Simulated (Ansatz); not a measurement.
Cd₂SeF₂, relaxed as a singlet with RKS PBE-D4/def2-SVP in Ansatz, starting from the GFN1-xTB geometry. Force threshold 0.02 eV/Å.

In the def2 sets Cd takes a core potential; there is no spin–orbit coupling. The structure comes from a short search, and lower isomers may exist.

Start:

Cartesian coordinates in Å:
```
Cd 1.4003 0.2635 0.1963
Cd -1.6208 -0.3211 -0.2268
Se -0.5306 1.2449 1.1933
F -2.1009 -0.4450 -2.0637
F 2.8520 -0.7424 0.9009
```

| step | energy (eV) | largest force component (eV/Å) | SCF passes |
| --- | --- | --- | --- |
| 1 | -79886.4974 | 1.695 | 21 |
| 2 | -79887.0544 | 0.743 | 28 |
| 3 | -79887.3646 | 0.572 | 28 |
| 4 | -79887.5589 | 0.286 | 27 |
| 5 | -79887.6078 | 0.020 | 28 |
| 6 | -79887.6080 | 0.002 | 23 |

Force components are those of the run's own axes.

End:

```xyz
5

Cd    1.488    0.147    0.887
Cd   -1.618    0.120   -0.626
Se   -0.633    1.304    1.276
F    -2.425   -0.810   -2.137
F     3.189   -0.762    0.599
```

By distances, no bond broke or formed. The bond that changes most is Cd2–Se3, from 2.38 to 2.45 Å (atoms count from 1).

No frequencies were taken in this run, so the end may be a saddle point.

It took 5.5 s on 4 threads of Intel Xeon on a shared host.
